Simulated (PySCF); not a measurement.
**Removal energies of Tb³⁷⁺ from EOM-IP-GCCSD**

Reference: closed-shell Tb³⁷⁺, [Ar] 3d10; one electron is removed. Calculated with PySCF 2.14, two-component X2C-1e with screened spin-orbit coupling, an uncontracted even-tempered set (18 s from 2.5 bohr⁻², ratio 2.6; 15 p from 3.3 bohr⁻², ratio 2.6; 10 d from 3.3 bohr⁻², ratio 2.6; 6 f from 3.3 bohr⁻², ratio 2.8); frozen [Ar]; the 98 highest virtual spinors dropped; of the others 70 kept and the rest restored at second order. No Breit or QED terms. Binding energies in eV.

| level | Koopmans | second order | EOM-CCSD |
| --- | --- | --- | --- |
| 3d3/2 | 2792.0 | 2791.2 | 2791.3 |
| 3d5/2 | 2755.8 | 2755.2 | 2755.3 |

For comparison, the ionisation energy of Tb³⁷⁺ is 2750 ± 4 eV (theoretical estimate listed by NIST; NIST Atomic Spectra Database, ionization energies).
